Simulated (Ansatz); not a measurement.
ClH$_{4}$N$_{2}$OTa (`[NH]=[Ta]([NH2])([OH])[Cl]`), 9 atoms. Charge 0, multiplicity 1. Correlated methods include outer-core shells of Ta, which these sets cover unevenly. Ta: def2 effective core potential. All runs use 4 threads of an Intel Xeon Platinum 8488C on a shared host. Correlated methods freeze the cores.

Question: Give the basis size and wall time and peak host memory of each of these runs in Ansatz. RKS B2PLYP (frozen core)/def2-TZVPP energy; RHF-CCSD(T)/def2-TZVPP energy; RKS ωB97X-V/def2-TZVPP energy; RKS PBE0-D4/def2-TZVP relaxation (8 steps); direct RPA on PBE orbitals/def2-TZVPP energy; RKS r2SCAN0-D4/def2-TZVPP energy; RKS ωB97M-V/def2-QZVPP energy; RKS PBE0-D4/def2-QZVPP energy; RHF-CCSD(T)/def2-SVP energy; RKS PBE0-D4/def2-TZVP frequencies; RKS B3LYP-D4/def2-TZVPP energy and forces; RKS PBE0-D4/def2-SVP energy. (Best estimate.)

Answer: Computed: Other jobs shared the machine, so times are rough.

| level | job | functions | wall time | peak host memory (GiB) |
| --- | --- | --- | --- | --- |
| RKS PBE0-D4/def2-SVP | energy | 112 | 1.1 s | 0.27 |
| RKS r2SCAN0-D4/def2-TZVPP | energy | 247 | 3.5 s | 0.68 |
| RKS B3LYP-D4/def2-TZVPP | energy and forces | 247 | 3.7 s | 0.72 |
| RKS B2PLYP (frozen core)/def2-TZVPP | energy | 247 | 4.5 s | 0.66 |
| direct RPA on PBE orbitals/def2-TZVPP | energy | 247 | 5.5 s | 0.66 |
| RKS ωB97X-V/def2-TZVPP | energy | 247 | 6 s | 0.8 |
| RHF-CCSD(T)/def2-SVP | energy | 112 | 7 s | 0.67 |
| RKS PBE0-D4/def2-QZVPP | energy | 442 | 7.5 s | 1.6 |
| RKS ωB97M-V/def2-QZVPP | energy | 442 | 14 s | 1.9 |
| RKS PBE0-D4/def2-TZVP | relaxation (8 steps) | 194 | 22 s | 0.52 |
| RKS PBE0-D4/def2-TZVP | frequencies | 194 | 100 s | 0.52 |
| RHF-CCSD(T)/def2-TZVPP | energy | 247 | 2.6 min | 5.9 |

B3LYP here is the variant with VWN-RPA as its local correlation; programs differ in this.
